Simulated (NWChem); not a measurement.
System: AlSiH4OCl; SMILES [SiH3][O][AlH][Cl]

```xyz
8

Al     0.8988    -0.7163     0.0003
Cl    -0.5763    -2.2260    -0.0001
H      2.4150    -1.1132     0.0017
O      0.4230     0.9074    -0.0011
Si    -0.4077     2.3335     0.0002
H      0.0301     3.1666     1.1514
H     -1.8724     2.0986     0.1111
H     -0.1367     3.0735    -1.2607
```
Atoms are numbered in this order, from 1.

Results from NWChem. Medium grid unless said otherwise, to which SCAN and Minnesota functionals are sensitive. Coordinates come from a B3LYP/6-31G* (spherical d) optimisation. Hybrids' shares of exact exchange are those that their runs print; pure functionals count as 0. The functionals differ in more than this share.

```
row              share of exact exchange  highest occupied level (eV)
---------------  -----------------------  ---------------------------
PBE/def2-SVP                        0.00                        -7.31
BP86/def2-SVP                       0.00                        -7.43
B3LYP/def2-SVP                      0.20                        -8.52
PBE0/def2-SVP                       0.25                        -8.79
M06-2X/def2-SVP                     0.54                     withheld
```

Task: Fit a straight line of the last column on the one before it, predict the withheld value, and compare with the run.

Result: 
1. Means of the 4 shown rows: x = 0.113, y = -8.012. Slope Σ(x − x̄)(y − ȳ)/Σ(x − x̄)² = -0.2959/0.05188 = -5.704; intercept -7.371.
2. The shown rows scatter about the line by 0.043 (root mean square); the largest residual is +0.06, at PBE/def2-SVP.
3. At x = 0.54 (M06-2X/def2-SVP; beyond the shown range) the line gives -10.45.
4. The run gives -10.17, +0.28 from the line, 6.5 times the scatter.
